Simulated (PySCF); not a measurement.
**Atomic charges by several schemes**

C8H20AlO4 (charge -1).
Cartesian coordinates in Å at the PBE0-D3(BJ)/def2-SVP level; atoms count from 1:
```
atom  x, y, z in Å
C1     0.1472    0.7062    2.8001
C2     0.5392   -0.7325    2.4825
O3     0.3750   -1.0851    1.1660
Al4   -0.1280   -0.1533   -0.2457
O5    -1.7326    0.5249    0.0497
C6    -2.4024    1.3514   -0.8239
C7    -1.9444    2.8021   -0.7210
O8    -0.0822   -1.2250   -1.6440
C9    -0.3449   -2.5659   -1.7584
C10   -1.4536   -3.0621   -0.8370
O11    0.9720    1.1906   -0.6096
C12    2.2515    1.0058   -1.0859
C13    3.2237    0.5579    0.0016
H14   -0.9056    0.8791    2.5266
H15    0.7523    1.4038    2.1986
H16    0.2908    0.9395    3.8696
H17   -0.0522   -1.4078    3.1443
H18    1.5997   -0.8796    2.7993
H19   -3.4977    1.3086   -0.6242
H20   -2.2876    1.0251   -1.8839
H21   -2.4711    3.4518   -1.4426
H22   -2.1288    3.1884    0.2954
H23   -0.8598    2.8502   -0.9061
H24   -0.6243   -2.8108   -2.8096
H25    0.5639   -3.1804   -1.5521
H26   -2.3901   -2.5146   -1.0311
H27   -1.6405   -4.1425   -0.9701
H28   -1.1679   -2.8761    0.2107
H29    2.6335    1.9536   -1.5282
H30    2.2812    0.2560   -1.9081
H31    4.2463    0.4217   -0.3924
H32    3.2587    1.3041    0.8127
H33    2.8811   -0.3924    0.4412
```

Density: PBE0/pcSseg-1 (PySCF); schemes: Mulliken, IAO, Hirshfeld and ESP-fitted. Isolated species at its PBE0-D3(BJ)/def2-SVP geometry (one conformer only). The pcSseg-1 basis has no diffuse functions, a weakness for an anion.

Problem. Tabulate the Mulliken, IAO, Hirshfeld and ESP-fitted charges.

Solution. In e; atoms taken as equivalent share a row and are averaged (×n: the atom named and its like, n in all):

| atom | environment | Mulliken | IAO | Hirshfeld | ESP-fitted |
| --- | --- | --- | --- | --- | --- |
| C1/C7/C10/C13 | methyl carbon | -0.357 | -0.425 | -0.135 | -0.366 |
| C2/C6/C9/C12 | sp3 carbon bound to oxygen | +0.103 | -0.002 | -0.010 | +0.473 |
| O3/O5/O8/O11 | oxygen bonded to Al and C | -0.740 | -0.684 | -0.312 | -0.730 |
| Al4 | aluminium bonded to 4 O | +1.328 | +1.214 | +0.475 | +1.311 |
| H14 (×12) | methyl hydrogen | +0.102 | +0.128 | +0.025 | +0.068 |
| H17 (×8) | methylene hydrogen | +0.053 | +0.088 | +0.007 | -0.079 |

Mean size of the charges over all atoms: ESP-fitted 0.274 e, IAO 0.239 e, Mulliken 0.236 e, Hirshfeld 0.080 e. Each set sums to the total charge, -1, to within 0.001 e. The ESP scheme fits charges at the nuclei, held to the total charge, to the electrostatic potential on points at 1.4 to 2.0 times the van der Waals radii.

Some averages cover members that differ in this geometry: C1/C7/C10/C13, ESP-fitted -0.404 to -0.295; C2/C6/C9/C12, ESP-fitted +0.418 to +0.521; H14 (×12), ESP-fitted +0.014 to +0.112; H14 (×12), Mulliken +0.059 to +0.146 e.

Lowest charge. All schemes agree: Mulliken O3/O5/O8/O11 (-0.740); IAO O3/O5/O8/O11 (-0.684); Hirshfeld O3/O5/O8/O11 (-0.312); ESP-fitted O3/O5/O8/O11 (-0.730).

Highest charge. All schemes agree: Mulliken Al4 (+1.328); IAO Al4 (+1.214); Hirshfeld Al4 (+0.475); ESP-fitted Al4 (+1.311).

Problem. How closely do the schemes follow one another over all atoms?

Solution. Correlation coefficient and root-mean-square difference: Mulliken with Hirshfeld 0.99, 0.234 e; IAO with Hirshfeld 0.99, 0.222 e; Mulliken with IAO 0.99, 0.058 e; Mulliken with ESP-fitted 0.93, 0.148 e; Hirshfeld with ESP-fitted 0.90, 0.283 e; IAO with ESP-fitted 0.88, 0.192 e.

Problem. How many electrons does the ESP-fitted scheme count on Al4?

Solution. Z − q = 13 − (+1.311) = 11.689.

Problem. Sum the charges by element, for elements with more than one atom.

Solution. 
```
element  atoms  Mulliken     IAO  Hirshfeld  ESP-fitted
      C      8    -1.017  -1.711     -0.579      +0.426
      O      4    -2.962  -2.736     -1.247      -2.921
      H     20    +1.651  +2.232     +0.350      +0.184
```
